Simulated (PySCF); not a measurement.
Computed vibrations of [CeSF]+

[CeSF]+ (singlet). PySCF 2.14.0, RKS PBE0, Ce lcecp-2-SVP with ECP46, S def2-SVP, F def2-SVP; non-relativistic Hamiltonian with scalar-relativistic core potentials where named; density fitting; no spin-orbit coupling. Central differences of gradients.

```xyz
3

Ce   -0.1534    0.0000   -0.3567
S     1.6583    0.0000    1.0112
F    -1.6613    0.0000    0.9253
```

Run from Python with OMP_NUM_THREADS=2. Where DIIS fails, smearing, a level shift and second-order steps follow.
It took 18 s on 2 threads of Arm Neoverse V1, with other jobs on the host.

**Question.** What are the harmonic wavenumbers and infrared intensities?

**Answer.** Modes are labelled in Cs; negative numbers are unstable modes, those under 60 cm⁻¹ near the noise; a finer grid moves soft modes by up to 10 cm⁻¹.
```
cm⁻¹  km/mol  symmetry
 177     4.9        a'
 535    48.7        a'
 675   115.6        a'
```

**Question.** Is this a minimum?

**Answer.** Yes. Ideal gas at 298.15 K and 1 bar: S = 296.5 J/(mol K), Cp = 49.7 J/(mol K), H − H(0 K) = 12.3 kJ/mol (rigid rotor, harmonic modes, spin degeneracy alone).
